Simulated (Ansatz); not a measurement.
# Loss of H2: BH(CH3)2(SeH2) → B(CH3)2(SeH) + H2

Species: BH(CH3)2(SeH2), singlet; B(CH3)2(SeH), singlet; H2 (hydrogen), singlet. This is a balance of energies; it says nothing on the path, which may need atoms to shift.

Shapes, held fixed at every level: PBE0-D4/def2-TZVP. Flexible molecules stand in one conformer, not always the lowest. Programs: Ansatz 0.2.0. The zero-point and thermal change to 298 K, harmonic and unscaled (PBE0-D4/def2-TZVP), is -12.1 kJ/mol.

Q: Estimate ΔH(298 K) of this reaction.

A: The highest level, CCSD(T)/def2-TZVPP, gives ΔH(298 K) = -63.8 kJ/mol; the levels span -82.3 to -57.7. The column of differences is taken from that level and isn't an error. No measured value is set beside it here. Relativity is left out for Se. Outer-core shells of Se are correlated, in sets that cover them unevenly.

| level | kind | ΔH(298 K) (kJ/mol) | less CCSD(T)/def2-TZVPP |
| --- | --- | --- | --- |
| HF/def2-SVP | Hartree–Fock | -82.3 | -18.5 |
| PBE-D4/def2-TZVPP | GGA | -57.7 | +6.1 |
| BHLYP-D4/def2-TZVPP | global hybrid | -67.4 | -3.6 |
| wB97X-V/def2-TZVPP | range-separated hybrid | -63.0 | +0.8 |
| MP2/def2-TZVPP | perturbation theory | -66.6 | -2.8 |
| CCSD(T)/def2-SVP | coupled cluster or CI | -61.3 | +2.5 |
| CCSD/def2-SVP | coupled cluster or CI | -61.5 | +2.3 |
| CCSD(T)/def2-TZVPP | coupled cluster or CI | -63.8 | 0.0 |
